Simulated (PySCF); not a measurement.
Si(F)2(GeH3)(OH) (F₂GeH₄OSi), SMILES [Si](F)(F)(O)[GeH3].

The structure is a stationary point at ωB97X-D3(BJ)/def2-SVP. This is a generated structure with no PubChem entry under its InChIKey; it may be hypothetical. The values are those of a single conformer.

Method: CAM-B3LYP/def2-TZVP (PySCF).

Symmetry labels are those of the subgroup Cs that the program uses (full group Cs).

Computed valence orbital energies around the gap with their symmetry:
```
orbital  symmetry  energy (eV)
-------  --------  -----------
HOMO−7         A'       -14.50
HOMO−6         A"       -13.96
HOMO−5         A"       -13.54
HOMO−4         A'       -12.55
HOMO−3         A"       -11.79
HOMO−2         A'       -11.40
HOMO−1         A"       -11.38
HOMO           A'       -10.41
LUMO           A'         1.03
LUMO+1         A"         1.25
LUMO+2         A'         1.41
LUMO+3         A'         2.08
```
